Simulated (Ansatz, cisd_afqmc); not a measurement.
System: GeF$_{2}$, charge 0, singlet. GeF2 (SMILES [F][Ge][F]).
B3LYP-D3(BJ)/def2-TZVP minimum from Ansatz (a program for electronic structure):
```
Ge
F 1 1.7583
F 1 1.7583 2 97.40
```

Total energies in cc-pVDZ, 18 correlated electrons, 16 frozen orbitals. Radicals and triplets start from unrestricted determinants; spin-orbit coupling is neglected. Cores are frozen in correlated methods (noble-gas shells, and filled d and f shells in the p block). No relativity. AFQMC/CISD: phaseless, guided by CISD from CCSD amplitudes; bars are statistical, one sigma. Outlying blocks are dropped, and bars are widened where a walk drifts. Over all cases where full CI ran beside it in this data, AFQMC minus full CI had a median of +0.1 mEh and passed +0.4 mEh in a tenth of the cases.

```
method         program          energy (Eh)  minus CCSDTQ (mEh)
----------  ----------  -------------------  ------------------
HF              Ansatz          -2274.28931              474.55
MP2             Ansatz          -2274.74348               20.38
CCSD            Ansatz          -2274.75281               11.05
CCSD(T)         Ansatz          -2274.76211                1.75
CCSDT(Q)        Ansatz          -2274.76403               -0.17
CCSDTQ          Ansatz          -2274.76386                0.00
AFQMC/CISD  cisd_afqmc  -2274.7639 ± 0.0004           0.0 ± 0.4
```

Rough core times of Ansatz's runs on a shared machine: CCSD(T) under 20 s, CCSDT(Q) 30 s, CCSDTQ 50 min.
